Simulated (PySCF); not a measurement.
# Working with the constants of TlSe

UHF-CCSD(T) constants of TlSe, ²Π (doublet), unpaired electrons π ↑ (Tl def2-SVP with ECP60, Se def2-SVP; scalar-relativistic core potentials (PySCF 2.14); masses 204.9744 and 79.9165 u):

| Item | Value |
| --- | --- |
| ωe | 177.6 cm⁻¹ |
| ωexe | 0.336 cm⁻¹ |
| Be | 0.038901 cm⁻¹ |
| αe | 0.000107 cm⁻¹ |
| D (centrifugal) | 7.47e-09 cm⁻¹ |
| De to Tl + Se | 2.42 eV |

Task: Give the vibrational terms G(v) and spacings up to v = 6.

Result: G(v) = ωe(v+½) − ωexe(v+½)².

| v | G(v) (cm⁻¹) | G(v) − G(v−1) | Bv (cm⁻¹) |
| --- | --- | --- | --- |
| 0 | 88.7 |  | 0.03885 |
| 1 | 265.6 | 176.9 | 0.03874 |
| 2 | 441.9 | 176.3 | 0.03863 |
| 3 | 617.5 | 175.6 | 0.03853 |
| 4 | 792.4 | 174.9 | 0.03842 |
| 5 | 966.6 | 174.2 | 0.03831 |
| 6 | 1140.2 | 173.6 | 0.03821 |

Task: How well does the Morse estimate ωe²/(4ωexe) reproduce De, and what is D0?

Result: It gives 2.91 eV, 120 % of the computed De. D0 = De − G(0) = 2.42 − 0.01 = 2.41 eV.

Correlated steps freeze 13 core orbitals. Correlated levels converge slowly with the basis: in double zeta they bind strong bonds too weakly, by up to about 1 eV, and carry superposition errors of some tenths. These are scalar-relativistic numbers at best; spin–orbit coupling would shift them, the dissociation energy most. The state was picked by a PBE0 search and need not be the measured ground state.
